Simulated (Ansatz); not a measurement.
Cost and result for the atomization energy of `OC(F)[SiH3]` (9 atoms, 8 bonds).

Z-matrix (Å, degrees):
```
C
F 1 1.398
Si 1 1.913 2 108.7
O 1 1.377 2 110.0 3 -119.2
H 1 1.099 2 104.9 3 120.5
H 3 1.484 1 108.2 2 56.3
H 3 1.485 1 108.8 2 175.4
H 3 1.482 1 108.9 2 -64.0
H 4 0.963 1 109.6 2 -70.3
```

The species carries charge 0 and has multiplicity 1. Geometry: relaxed with PBE0-D4/def2-TZVP. It is one conformer, not always the lowest. Program: Ansatz. All runs use 2 threads of an Arm Neoverse V1 on a shared host. Times are those of one run each, without the atoms' runs, and a repeat can differ threefold. Electronic energies, without spin–orbit coupling; frozen cores. CCSD(T)/CBS adds CCSD(T) − MP2 in def2-TZVPP to the MP2 limit, and its time is that of the two runs behind it. T1 = 0.012. B3LYP takes the VWN-RPA correlation (the form of Gaussian; ORCA's B3LYP/G). HSE06 is the plane-wave form, built on full-range PBE exchange.

CCSD(T)/CBS is a level of theory with its own doubt, some kJ/mol a heavy atom from the limit and from the frozen cores, so smaller differences don't rank the functionals.

```json
{"level": "revPBE-D4/def2-TZVPP", "functions": "205", "wall time": "2.4 s", "atomization (kcal/mol)": "724.6", "difference from CCSD(T)/CBS": "-9.3", "per bond": "-1.2"}
{"level": "BLYP-D4/def2-TZVPP", "functions": "205", "wall time": "2.5 s", "atomization (kcal/mol)": "731.8", "difference from CCSD(T)/CBS": "-2.1", "per bond": "-0.3"}
{"level": "PBE0-D4/def2-TZVPP", "functions": "205", "wall time": "3.3 s", "atomization (kcal/mol)": "727.4", "difference from CCSD(T)/CBS": "-6.5", "per bond": "-0.8"}
{"level": "BHLYP-D4/def2-TZVPP", "functions": "205", "wall time": "3.3 s", "atomization (kcal/mol)": "706.1", "difference from CCSD(T)/CBS": "-27.8", "per bond": "-3.5"}
{"level": "CCSD(T)/def2-SVP", "functions": "85", "wall time": "3.5 s", "atomization (kcal/mol)": "687.7", "difference from CCSD(T)/CBS": "-46.2", "per bond": "-5.8"}
{"level": "HSE06-D4/def2-TZVPP", "functions": "205", "wall time": "3.6 s", "atomization (kcal/mol)": "728.0", "difference from CCSD(T)/CBS": "-5.9", "per bond": "-0.7"}
{"level": "B3LYP-D4/def2-TZVPP (with forces)", "functions": "205", "wall time": "4.9 s", "atomization (kcal/mol)": "730.8", "difference from CCSD(T)/CBS": "-3.1", "per bond": "-0.4"}
{"level": "PBE-QIDH/def2-TZVPP", "functions": "205", "wall time": "6.5 s", "atomization (kcal/mol)": "722.2", "difference from CCSD(T)/CBS": "-11.7", "per bond": "-1.5"}
{"level": "B97M-V/def2-TZVPP", "functions": "205", "wall time": "11 s", "atomization (kcal/mol)": "730.6", "difference from CCSD(T)/CBS": "-3.3", "per bond": "-0.4"}
{"level": "ωB97M-V/def2-TZVPP (with forces)", "functions": "205", "wall time": "13 s", "atomization (kcal/mol)": "734.6", "difference from CCSD(T)/CBS": "0.7", "per bond": "0.1"}
{"level": "MP2/def2-QZVPP", "functions": "391", "wall time": "22 s", "atomization (kcal/mol)": "736.5", "difference from CCSD(T)/CBS": "2.6", "per bond": "0.3"}
{"level": "CCSD(T)/def2-TZVPP", "functions": "205", "wall time": "100 s", "atomization (kcal/mol)": "713.3", "difference from CCSD(T)/CBS": "-20.6", "per bond": "-2.6"}
{"level": "CCSD(T)/CBS(def2)", "functions": "–", "wall time": "2 min", "atomization (kcal/mol)": "733.9", "difference from CCSD(T)/CBS": "0.0", "per bond": "0.0"}
```

From r2SCAN to r2SCAN0 (25 % exact exchange), in def2-TZVPP and without D4, the atomization energy moves by −14.7 kcal/mol: exact exchange takes away binding that semilocal exchange gives to molecules. In def2-TZVPP, CCSD(T) changes the Hartree–Fock value by +192.5 kcal/mol (the triples alone add +10.5 kcal/mol) and MP2 by +203.4 kcal/mol; breaking electron pairs costs correlation energy, which Hartree–Fock lacks. The D4 term adds +5.3 kcal/mol with B3LYP and +2.7 kcal/mol with PBE0; it sums over pairs of atoms, weighted by their polarisabilities, and B3LYP, whose exchange is more repulsive, gets the larger term.
